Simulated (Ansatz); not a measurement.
CH₃OSb (`[CH2]1[O][SbH]1`). Total charge 0; spin multiplicity 1. Sb takes the def2 core potential. The geometry is a stationary point of PBE0-D4/def2-TZVP.

```xyz
6

C     0.419   -0.461    0.361
O     0.368   -0.575   -1.005
Sb   -1.418    0.260   -0.469
H     1.097    0.293    0.762
H     0.359   -1.388    0.932
H    -0.824    1.870   -0.580
```

**Question.** What is the dipole moment at ωB97M-V/def2-TZVPP? (Estimate.)

**Answer.** The calculation gave: 2.08 D, with components (-1.36, 0.51, 1.50) D in this frame, pointing from negative to positive charge.

**Question.** And with PBE, r2SCAN, B3LYP? (Best estimate.)

**Answer.** Computed: PBE 1.87 D, r2SCAN 1.90 D, B3LYP 2.06 D.

**Question.** Give the Mulliken charges with ωB97M-V, r2SCAN, PBE in def2-TZVPP. (Estimate.)

**Answer.** Computed: 
```tsv
atom	ωB97M-V	r2SCAN	PBE
C1	-0.22	-0.12	-0.20
O2	-0.42	-0.43	-0.37
Sb3	0.47	0.50	0.47
H4	0.12	0.08	0.10
H5	0.13	0.08	0.10
H6	-0.08	-0.12	-0.10
```

B3LYP here is the variant with VWN-RPA as its local correlation; programs differ in this.
